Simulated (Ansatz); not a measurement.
Ansatz (a first-principles code) input:

Ansatz 0.2 input:
```yaml
crystal:
  periodic: [false, false, false]
  atoms:
    - {symbol: Si, position_ang: [0.03252589, 0.63631675, 0.21790592]}
    - {symbol: Cl, position_ang: [0.08314494, 2.28163252, -0.97577954]}
    - {symbol: Cl, position_ang: [0.12453066, 1.24794944, 2.15481840]}
    - {symbol: C, position_ang: [-1.60676240, -0.28475676, -0.06377084]}
    - {symbol: C, position_ang: [1.54614902, -0.45028220, -0.16073344]}
    - {symbol: H, position_ang: [-2.45991190, 0.34961593, 0.16276048]}
    - {symbol: H, position_ang: [-1.70473276, -0.60846743, -1.09559226]}
    - {symbol: H, position_ang: [-1.67745776, -1.16545096, 0.56746464]}
    - {symbol: H, position_ang: [1.55060997, -0.77157464, -1.19817004]}
    - {symbol: H, position_ang: [1.55793645, -1.34019928, 0.46146010]}
    - {symbol: H, position_ang: [2.47329745, 0.08749183, 0.01958288]}
basis:
  gaussian:
    orbitals: def2-TZVP
hamiltonian:
  xc: b3lyp
  dispersion: d3bj
relax: {f_tol: 0.002, max_steps: 150}
```

### Question
Which total energy does the run end on?

### Answer
-1289.99810 Eh (B3LYP-D3(BJ)/def2-TZVP). The basis has 209 functions. The run takes around 80 core-seconds (rough).
